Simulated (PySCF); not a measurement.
sulfur hexafluoride (F6S), SMILES FS(F)(F)(F)(F)F.

Geometry: PBE-D3(BJ)/def2-SVP.

Two levels are set side by side: TDDFT-PBE/def2-SVPD (PySCF) and TDDFT-M06-2X/def2-SVPD (PySCF). Vertical, same geometry. The lowest singlet is HOMO−1→LUMO 100 % with PBE and HOMO→LUMO 91 % with the other functional; states are paired by order. Differences are taken from unrounded values.

| quantity | TDDFT-PBE |
|---|---|
| lowest singlet excitation (eV) | 6.33 |
| lowest triplet excitation (TDA) (eV) | 5.99 |

Question: These are the TDDFT-PBE values. What does TDDFT-M06-2X give? (An estimate is asked for; the answer gives what the named calculation found.)

Answer: 
```tsv
quantity	TDDFT-M06-2X	TDDFT-PBE minus TDDFT-M06-2X
lowest singlet excitation (eV)	8.48	-2.15
lowest triplet excitation (TDA) (eV)	7.99	-2.01
```

A lower first singlet is the usual sign of a functional without exact exchange. Differences between two approximate levels are no errors against the true value.

Rough cost on one machine, each run with all the roots and properties that it gave: TDDFT-M06-2X against TDDFT-PBE about 10 times.
